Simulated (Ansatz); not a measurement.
Geometry optimisation of C3H8B2S.

```yaml
crystal:
  periodic: [false, false, false]
  atoms:
    - {symbol: B, position_ang: [0.151061, -1.583058, -0.159484]}
    - {symbol: C, position_ang: [0.161392, -1.035423, 1.637931]}
    - {symbol: C, position_ang: [-0.492448, -0.178687, 0.766143]}
    - {symbol: S, position_ang: [-1.689945, -0.830318, -0.364859]}
    - {symbol: B, position_ang: [-0.595669, 1.146656, -0.029764]}
    - {symbol: C, position_ang: [0.331899, 1.647293, -1.198919]}
    - {symbol: H, position_ang: [0.040299, -2.778208, 0.012869]}
    - {symbol: H, position_ang: [1.004979, -1.162290, -0.904239]}
    - {symbol: H, position_ang: [-0.346649, -1.895318, 2.097489]}
    - {symbol: H, position_ang: [1.097743, -0.692275, 2.109524]}
    - {symbol: H, position_ang: [-1.418315, 1.899456, 0.472510]}
    - {symbol: H, position_ang: [1.083710, 2.336588, -0.748955]}
    - {symbol: H, position_ang: [0.889077, 0.846792, -1.720846]}
    - {symbol: H, position_ang: [-0.230034, 2.249293, -1.940600]}
basis:
  gaussian: {orbitals: def2-TZVP}
hamiltonian: {xc: pbe0, dispersion: d4}
relax: {f_tol: 0.005, max_steps: 150}
```

```sh
$ ansatz run in.yaml --threads 4 --pin off --events-out ev --progress --plain --max-ram 10444MiB
```

It prints (some lines left out):

```
Functional definition: PBE0
mean field -15420.69690362 eV, -566.7001586841 hartree, gradient 2.2e-5 eV, S^2 0.000000; 0 other end points of the search recorded, 0 dependent functions left out
relax step   1: F+E_penalty+E_count = -15420.99280534 eV  Δ(F+E_penalty+E_count) = +0.000e0 eV  max|allowed force component| = 6.028e-1 eV/Å  Δτ_max = 0.0000 Å  (31 SCF iters, accepted)
mean field -15420.75238517 eV, -566.7021975938 hartree, gradient 1.4e-5 eV, S^2 0.000000; 0 other end points of the search recorded, 0 dependent functions left out
relax step   2: F+E_penalty+E_count = -15421.04978153 eV  Δ(F+E_penalty+E_count) = -5.698e-2 eV  max|allowed force component| = 3.169e-1 eV/Å  Δτ_max = 0.0359 Å  (33 SCF iters, accepted)
mean field -15420.75961138 eV, -566.7024631519 hartree, gradient 1.4e-5 eV, S^2 0.000000; 0 other end points of the search recorded, 0 dependent functions left out
relax step   3: F+E_penalty+E_count = -15421.05766841 eV  Δ(F+E_penalty+E_count) = -7.887e-3 eV  max|allowed force component| = 8.484e-2 eV/Å  Δτ_max = 0.0165 Å  (34 SCF iters, accepted)
mean field -15420.75989092 eV, -566.7024734250 hartree, gradient 1.4e-5 eV, S^2 0.000000; 0 other end points of the search recorded, 0 dependent functions left out
relax step   4: F+E_penalty+E_count = -15421.05852494 eV  Δ(F+E_penalty+E_count) = -8.565e-4 eV  max|allowed force component| = 1.103e-1 eV/Å  Δτ_max = 0.0541 Å  (33 SCF iters, accepted)
mean field -15420.76175808 eV, -566.7025420416 hartree, gradient 1.4e-5 eV, S^2 0.000000; 0 other end points of the search recorded, 0 dependent functions left out
relax step   5: F+E_penalty+E_count = -15421.06035664 eV  Δ(F+E_penalty+E_count) = -1.832e-3 eV  max|allowed force component| = 6.061e-2 eV/Å  Δτ_max = 0.0322 Å  (32 SCF iters, accepted)
mean field -15420.76180033 eV, -566.7025435944 hartree, gradient 1.4e-5 eV, S^2 0.000000; 0 other end points of the search recorded, 0 dependent functions left out
relax step   6: F+E_penalty+E_count = -15421.06051188 eV  Δ(F+E_penalty+E_count) = -1.552e-4 eV  max|allowed force component| = 4.851e-2 eV/Å  Δτ_max = 0.0035 Å  (33 SCF iters, accepted)
mean field -15420.76184656 eV, -566.7025452933 hartree, gradient 1.4e-5 eV, S^2 0.000000; 0 other end points of the search recorded, 0 dependent functions left out
relax step   7: F+E_penalty+E_count = -15421.06060959 eV  Δ(F+E_penalty+E_count) = -9.771e-5 eV  max|allowed force component| = 6.298e-2 eV/Å  Δτ_max = 0.0079 Å  (33 SCF iters, accepted)
mean field -15420.76187043 eV, -566.7025461704 hartree, gradient 1.4e-5 eV, S^2 0.000000; 0 other end points of the search recorded, 0 dependent functions left out
relax step   8: F+E_penalty+E_count = -15421.06075286 eV  Δ(F+E_penalty+E_count) = -1.433e-4 eV  max|allowed force component| = 1.601e-2 eV/Å  Δτ_max = 0.0039 Å  (34 SCF iters, accepted)
mean field -15420.76186553 eV, -566.7025459903 hartree, gradient 1.4e-5 eV, S^2 0.000000; 0 other end points of the search recorded, 0 dependent functions left out
relax step   9: F+E_penalty+E_count = -15421.06076213 eV  Δ(F+E_penalty+E_count) = -9.267e-6 eV  max|allowed force component| = 2.202e-2 eV/Å  Δτ_max = 0.0048 Å  (33 SCF iters, accepted)
mean field -15420.76191708 eV, -566.7025478848 hartree, gradient 1.4e-5 eV, S^2 0.000000; 0 other end points of the search recorded, 0 dependent functions left out
relax step  10: F+E_penalty+E_count = -15421.06079730 eV  Δ(F+E_penalty+E_count) = -3.517e-5 eV  max|allowed force component| = 4.640e-3 eV/Å  Δτ_max = 0.0020 Å  (34 SCF iters, accepted)
mean field -15420.76191708 eV, -566.7025478848 hartree, gradient 1.4e-5 eV, S^2 0.000000; 1 other end points of the search recorded, 0 dependent functions left out
Total energy: -15421.06083248 eV, -566.7135328232 hartree
Atom 0 at     0.135289    -1.580628    -0.197936 Å, force     0.001192    -0.003796    -0.002304 eV/Å
Atom 1 at     0.149860    -1.005197     1.644836 Å, force     0.001191     0.002337     0.001293 eV/Å
Atom 2 at    -0.486321    -0.181955     0.765563 Å, force    -0.000653    -0.002639     0.004571 eV/Å
Atom 3 at    -1.667800    -0.824987    -0.357823 Å, force     0.000149     0.000733    -0.000843 eV/Å
Atom 4 at    -0.586272     1.138082    -0.020387 Å, force    -0.004640     0.000788    -0.000937 eV/Å
Atom 5 at     0.333469     1.631089    -1.186117 Å, force     0.004109     0.000343     0.001008 eV/Å
Atom 6 at     0.059407    -2.749041     0.019480 Å, force    -0.000147     0.001401    -0.000754 eV/Å
Atom 7 at     0.979317    -1.152525    -0.915175 Å, force    -0.000260     0.000204    -0.000744 eV/Å
Atom 8 at    -0.325630    -1.885013     2.057425 Å, force    -0.000273     0.003207    -0.000522 eV/Å
Atom 9 at     1.063087    -0.660891     2.119655 Å, force    -0.000947    -0.001631     0.000076 eV/Å
Atom 10 at    -1.399912     1.873271     0.470470 Å, force     0.001689    -0.000956     0.000012 eV/Å
Atom 11 at     1.086884     2.300867    -0.749599 Å, force    -0.000039     0.000751    -0.001153 eV/Å
Atom 12 at     0.867837     0.838750    -1.709911 Å, force     0.000802    -0.000266    -0.000392 eV/Å
Atom 13 at    -0.222116     2.228679    -1.911680 Å, force    -0.002173    -0.000476     0.000689 eV/Å
Dipole moment:     0.163673    -0.067910     0.345646 e Å
```

Run time 57 s (4 threads of an Arm Neoverse V1 on a shared host); peak host memory 0.76 GiB.
